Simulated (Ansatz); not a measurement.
Calculated with Ansatz (gas phase, PBE0-D4/def2-TZVP geometries, no zero-point term in ΔE). CCSD(T)/CBS is the MP2 limit (def2-TZVPP, def2-QZVPP) plus CCSD(T) − MP2 in def2-TZVPP, frozen cores. This one scheme is used for every species. DFT in def2-TZVPP. B3LYP here is the variant with VWN-RPA as its local correlation; programs differ in this. Elements past krypton have def2 core potentials. For Sn outer-core shells are correlated without core-valence functions, which leaves a few kJ/mol of doubt a bond. Each species was taken in one conformer, which may not be the lowest.

Reaction (formal hydrolysis of the Sn–O bond): `C[O][SnH2][SH]` + H₂O → `[OH][SnH2][SH]` + CH₃OH

`C[O][SnH2][SH]`:

Z-matrix (Å, degrees):
```
C
O 1 1.404
H 1 1.094 2 108.3
H 1 1.099 2 112.4 3 -118.8
H 1 1.100 2 112.9 3 118.9
Sn 2 1.966 1 119.3 3 -168.5
S 6 2.383 2 105.6 1 159.6
H 6 1.710 2 105.6 1 39.7
H 6 1.704 2 109.8 1 -84.8
H 7 1.344 6 93.2 2 -67.0
```

H₂O:

Cartesian coordinates in Å:
```
O -0.091 -0.189 0.328
H 0.461 0.590 0.238
H -0.370 -0.401 -0.565
```

`[OH][SnH2][SH]`:

```xyz
7

O     1.529   -0.745   -0.330
Sn   -0.392   -0.517    0.004
S    -0.893    1.828    0.004
H     1.845   -0.204   -1.058
H    -1.297   -1.187   -1.275
H    -0.603   -1.233    1.530
H    -0.189    2.058    1.125
```

CH₃OH:

Cartesian coordinates in Å:
```
C 0.273 -0.190 0.127
O -0.391 0.941 -0.387
H 1.310 0.099 0.300
H 0.267 -1.033 -0.575
H -0.151 -0.526 1.082
H -1.307 0.710 -0.549
```

```csv
level,ΔE (kJ/mol)
r2SCAN-D4,-8.7
B3LYP-D4,-7.2
B2PLYP,-9.5
PBE0,-11.1
HF/def2-TZVPP,-13.1
CCSD/def2-TZVPP,-6.7
CCSD(T)/def2-TZVPP,-5.5
CCSD/CBS(def2),-4.3
```

(1) What does CCSD(T)/CBS give? (Estimate.)

Largest T1 diagnostic among the species: 0.013.

## Answers

(1) Computed: -3.1 kJ/mol. The listed levels differ from it by -5.6, -4.1, -6.4, -8.0, -10.0, -3.6, -2.4, -1.2 kJ/mol.

In def2-TZVPP, CCSD(T) changes the Hartree–Fock value by +7.6 kJ/mol (the triples alone add +1.2 kJ/mol) and MP2 by +8.7 kJ/mol. The D4 term adds +5.2 kJ/mol with B3LYP and +3.0 kJ/mol with PBE0; it sums over pairs of atoms, weighted by their polarisabilities, and B3LYP, whose exchange is more repulsive, gets the larger term.
